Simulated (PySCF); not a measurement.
**Working out the electron affinity of Bi**

Bi⁻ [Xe] 4f14 5d10 6s2 6p4 (3P) → Bi [Xe] 4f14 5d10 6s2 6p3 (4S). Calculation: PySCF 2.14, in aug-cc-pwCVDZ-PP with ECP60MDF (6s5p4d1f, 48 functions); a scalar-relativistic core potential. Frozen: 5s2 5p6 5d10. Energies in hartree (1 hartree = 27.21139 eV):

```json
{"part": "UHF", "Bi⁻ (lower)": "-213.583193", "Bi (upper)": "-213.591532"}
{"part": "CCSD correlation", "Bi⁻ (lower)": "-0.076170", "Bi (upper)": "-0.053720"}
{"part": "(T)", "Bi⁻ (lower)": "-0.002196", "Bi (upper)": "-0.000834"}
```

Problem. What does Hartree-Fock give?

Solution. (-213.591532) − (-213.583193) = -0.008339 hartree = -0.227 eV.

Problem. What do CCSD and CCSD(T) give?

Solution. The CCSD correlation energies differ by 0.022450 hartree = 0.611 eV and the triples by 0.001362 hartree = 0.037 eV, so CCSD gives 0.384 eV and CCSD(T) 0.421 eV.

Reference: 0.942 eV (measured; photodetachment measurements, as compiled on the Wikipedia data page of electron affinities), between the lowest levels; spin-orbit coupling is absent from the calculation.

A double-zeta basis recovers only part of the correlation energy.

What remains against the reference includes basis incompleteness, the frozen core and higher excitations.
